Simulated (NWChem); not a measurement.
System: AlPH4; SMILES [AlH2][PH2]

All runs: NWChem. Structure relaxed at the PBE0/def2-SVP level. B3LYP is NWChem's, with the RPA form of VWN correlation. Ions are spin-unrestricted doublets at the neutral geometry; other ion states weren't tried.

Problem. Among these, which level gives the lowest value of “ΔSCF minus −ε(HOMO) (eV)”?
A) B3LYP/def2-SVP
B) M06-2X/def2-SVP
C) PBE0/def2-SVP
D) r2SCAN/def2-SVP

Solution. B, M06-2X/def2-SVP. Values: M06-2X/def2-SVP 1.29; PBE0/def2-SVP 2.19; B3LYP/def2-SVP 2.45; r2SCAN/def2-SVP 2.97
